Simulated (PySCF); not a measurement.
**Deuteron quadrupole couplings in `C=C1CC[C@@H](C(F)(F)F)[C@H]1C(F)(F)F`**

C8H8F6.
Z-matrix (Å and degrees, PBE0-D3(BJ)/def2-SVP geometry), rows numbered from 1:
```
C 
C   1  1.3325
C   2  1.5155  1  126.14
C   3  1.5287  2  105.49  1   176.77
C   4  1.5289  3  103.05  2    26.77
C   5  1.5107  4  114.15  3  -172.06
F   6  1.3337  5  113.11  4    54.56
F   6  1.3401  5  109.37  4   -64.51
F   6  1.3350  5  111.75  4   176.83
C   2  1.5224  1  124.50  3  -178.46
C  10  1.5238  2  110.68  1   -75.73
F  11  1.3367 10  110.16  2    60.36
F  11  1.3339 10  111.94  2   179.05
F  11  1.3364 10  112.48  2   -59.35
H   1  1.0921  2  121.64  3   178.91
H   1  1.0935  2  120.98  3    -1.77
H   3  1.1030  2  109.37  1   -64.33
H   3  1.1000  2  111.96  1    53.79
H   4  1.0984  3  113.60  2   148.22
H   4  1.0996  3  110.99  2   -90.11
H   5  1.1029  4  108.32  3    72.58
H  10  1.1000  2  111.72  1    40.54
```

Level: PBE0/pcSseg-1 (PySCF, non-relativistic); Q(2H) = 0.00286 b; rigid geometry, the same for H and D, with no vibrational averaging.

**Question.** Rank these positions by the coupling χzz of a deuteron there, largest first.
A. H19 (methylene hydrogen)
B. H21 (methine hydrogen)
C. H15 (vinylic hydrogen)
D. H17 (methylene hydrogen)

**Answer.** C (206 kHz), A (196 kHz), D (191 kHz), B (184 kHz).

**Question.** Tabulate Vzz, the asymmetry η and χzz = 234.96 MHz × Q × Vzz for every hydrogen position.

**Answer.** 
```csv
atom,bonded to,bond length (Å),Vzz (au),η,χzz (kHz)
H15,C1,1.092,0.3061,0.06,206
H16,C1,1.093,0.3053,0.05,205
H17,C3,1.103,0.2846,0.02,191
H18,C3,1.100,0.2902,0.02,195
H19,C4,1.098,0.2909,0.02,196
H20,C4,1.100,0.2829,0.02,190
H21,C5,1.103,0.2740,0.05,184
H22,C10,1.100,0.2817,0.05,189
```

**Question.** How does χzz go with the bond length over the 8 C–H bonds?

**Answer.** A straight-line fit has a slope of -17.7 kHz for each 0.01 Å, with a correlation coefficient of -0.93, over lengths from 1.092 to 1.103 Å. The longer bonds have the smaller couplings here.

**Question.** Give the 2H NMR doublet splittings at H19 for a magnetic field along the z, y and x axes of the gradient: 3χ/2, 3χ(1 + η)/4, 3χ(1 − η)/4.

**Answer.** With |χ| = 195.5 kHz and η = 0.016: 293, 149 and 144 kHz, to first order and without motion.

Geometry: PBE0-D3(BJ)/def2-SVP, one conformer, isolated molecule. A larger basis could move these couplings by a tenth or more.
